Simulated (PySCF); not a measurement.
Te(Cl)4 cation (Cl4Te), SMILES Cl[Te](Cl)(Cl)Cl (connectivity only; charge and spin as stated), charge +1, multiplicity 2.

The structure is a stationary point at PBE-D3(BJ)/def2-SVP. The spin state was assumed, not searched. The isomer is the one that the SMILES or the coordinates give; other isomers of the formula were not compared. The def2 effective core potentials stand for the cores of Te; spin–orbit coupling is left out.

Method: PBE-D3(BJ)/def2-SVP run with PySCF 2.14.0.

Frequencies are harmonic and unscaled.

Modes within 1.5 cm⁻¹ of each other (mostly degenerate sets) share a row, with their intensities summed.

| mode | ν (cm⁻¹) | IR (km/mol) | moving atoms (share of kinetic energy) |
|---|---|---|---|
| 1–3 | 46 | 0.2 | Cl 81 %, Te 19 % |
| 4–5 | 76 | 0.0 | Cl 100 % |
| 6 | 328 | 0.0 | Cl 100 % |
| 7–9 | 340 | 128.6 | Cl 67 %, Te 33 % |
